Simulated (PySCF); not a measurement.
**V⁺ (vanadium, charge +1): UHF calculation**

Configuration: [Ar] 3d3 4p1, one real determinant (an excited configuration). Calculation: PySCF 2.14, in aug-cc-pwCVTZ-DK (10s9p7d4f3g, 127 functions); the spin-free X2C one-electron Hamiltonian (Gaussian nucleus).

```json
{
  "Total energy": "-947.789268 hartree",
  "One-electron energy": "-1293.9144 hartree",
  "Hartree (Coulomb) energy": "390.6172 hartree",
  "Exchange energy": "-44.4921 hartree",
  "⟨S²⟩": "6.0025",
  "⟨L²⟩": "14.036",
  "Sum of ⟨r⟩": "18.18 bohr",
  "Sum of ⟨r²⟩": "33.71 bohr²",
  "Traceless quadrupole moment −½Σ⟨3z² − r²⟩ along its main axis": "-6.73 e·bohr²",
  "Langevin diamagnetic susceptibility": "-26.7 ×10⁻⁶ cm³/mol"
}
```

```
shell  electrons  mean orbital energy (eV)  spread (eV)  rms radius, mean of both spins (bohr)
 1s β          1                   -5529.0            0                                 0.0768
 1s α          1                   -5529.0            0                                 0.0768
 2s α          1                   -666.81            0                                  0.332
 2s β          1                   -665.19            0                                  0.332
 2p α          3                   -555.48        0.064                                  0.303
 2p β          3                   -553.84        0.074                                  0.303
 3s α          1                   -99.329            0                                   1.02
 3s β          1                   -93.436            0                                   1.02
 3p α          3                   -67.561        0.068                                   1.11
 3p β          3                   -60.297        0.283                                   1.11
 3d α          3                   -22.670        0.155                                   1.47
 4p α          1                    -9.755            0                                   4.13
```

⟨L²⟩ = 14.04 against 20 for a pure G term, so this real determinant mixes terms.

Densities and radii are taken from the X2C orbitals without a picture-change correction, which distorts them close to the nucleus.

Spin-orbit constants ζ (cm⁻¹) from the X2C one-electron operator on these orbitals: bare nucleus, nucleus screened by l(l+1)(2l+1)/3 electrons, and screened by the Breit-Pauli mean field of the electrons.

```csv
shell,bare,screened nucleus,mean field
2p,40740,37200,n/a
3p,4602,4202,n/a
3d,360.4,203.7,n/a
4p,236.3,215.7,n/a
```

To first order the Landé constant is A = 51.68 cm⁻¹, so the lowest level has J = 2 and lies 0.0641 eV below the centre of the term. This holds in LS coupling only.
